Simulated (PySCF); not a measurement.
Al(F)(NH2)2 (AlFH4N2), SMILES [NH2][Al]([NH2])[F]. Atoms are numbered in the order given.

```xyz
8

Al     0.0000     0.0000     0.0240
F      0.0000     0.0000     1.6910
N      0.0000    -1.5564    -0.8043
H      0.0000    -1.6967    -1.8070
H      0.0000    -2.4504    -0.3281
N      0.0000     1.5564    -0.8043
H      0.0000     1.6967    -1.8070
H      0.0000     2.4504    -0.3281
```

The structure is a stationary point at PBE0-D3(BJ)/def2-SVP. Other conformers were not sampled.

Calculation: PySCF with PBE0/pcSseg-1.

GIAO shieldings, no solvent; atoms listed in one row are averaged. δ = σ(ref) − σ: ¹⁹F against CFCl3 (σ = 167.2 ppm); ¹⁵N against NH3 (σ = 267.4 ppm); ¹H against TMS (σ = 31.56 ppm), references at their B3LYP-D3(BJ)/def2-TZVP geometries, non-relativistic.

Computed chemical shifts:
```
nucleus   atoms  count  δ (ppm)
-------  ------  -----  -------
¹⁹F          F2      1   -210.2
¹⁵N      N3, N6      2     -1.4
¹H       H8, H5      2     0.25
¹H       H7, H4      2     0.14
```
